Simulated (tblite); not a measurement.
Species: CH₇FN₂Si.
Z-matrix (Å and degrees, GFN2-xTB geometry), rows numbered from 1:
```
C 
N   1  1.4423
Si  2  1.7059  1  125.56
N   3  1.7161  2  105.33  1  -176.83
F   3  1.6199  2  115.73  1    70.21
H   1  1.0957  2  112.24  3   -91.83
H   1  1.0874  2  109.10  3    27.95
H   1  1.0928  2  110.33  3   147.15
H   2  1.0080  1  112.21  3   156.72
H   3  1.4551  2  109.07  1   -45.52
H   4  1.0051  3  119.05  2    60.38
H   4  1.0062  3  117.19  2  -162.73
```

Level: GFN2-xTB in tblite, geometry and Hessian alike; calculated harmonic values, unscaled, isolated species. Against measured fundamentals such values can be off by several per cent, at times by over 20. Modes of hydrogen on silicon can be 10 to 20 % off. One conformer, not necessarily the lowest.

Harmonic wavenumbers (cm⁻¹): 71.0, 111.3, 171.2, 202.4, 229.0, 266.7, 340.6, 452.9, 544.9, 663.9, 704.1, 742.5, 794.9, 886.5, 930.9, 1069.4, 1111.5, 1175.7, 1371.5, 1424.9, 1491.1, 1504.2, 1520.1, 2309.5, 2909.2, 2959.9, 3032.5, 3460.7, 3499.2, 3537.3.

A = 6349, B = 2733, C = 2105 MHz; mass 94.036 u (most abundant isotopes); point group C1, symmetry number 1.

What is the zero-point energy?

Half the sum of the wavenumbers: 19745 cm⁻¹ = 56.45 kcal/mol.

What is S at 500 K and 1 bar for an ideal gas of classical rigid rotors and harmonic oscillators?

Translation 42.13, rotation 28.12, vibration 32.71: S = 103.0 cal/(mol K).

And Cp and H(500 K) − H(0)?

Cp = 38.30 cal/(mol K), of which vibrations give 30.35 (their classical limit is 30 R = 59.6); H(500 K) − H(0) = 12.38 kcal/mol without the zero-point energy, 8.40 from vibrations.

How do the functions run with temperature in this model?

```tsv
T (K)	S (cal/(mol K))	Cp (cal/(mol K))	H − H(0) (kcal/mol)	G − H(0) (kcal/mol)	ln q(vib)
100	62.5	15.7	1.12	-5.13	0.89
200	75.6	22.6	3.05	-12.07	2.67
300	85.9	28.7	5.62	-20.16	4.50
800	123.1	47.4	25.34	-73.15	12.78
1000	134.1	51.5	35.25	-98.90	15.64
```

q(vib) and H(0) count from the zero-point level.

Blend soft modes into free rotors: weight 1/[1 + (100 cm⁻¹/ν̃)⁴] for the oscillator and the rest for a rotor with moment μB/(μ + B), μ = h/(8π²ν), B = 10⁻⁴⁴ kg m². What vibrational entropy results?

31.08 cal/(mol K) in place of 32.71, which changes −T·S at 500 K by +0.82 kcal/mol.

Hindered rotation and anharmonicity are outside this model. Other conformers, if any are populated, would add a mixing term that is left out. The structure is chiral; the term R ln 2 for an equal mix with its mirror image is left out.
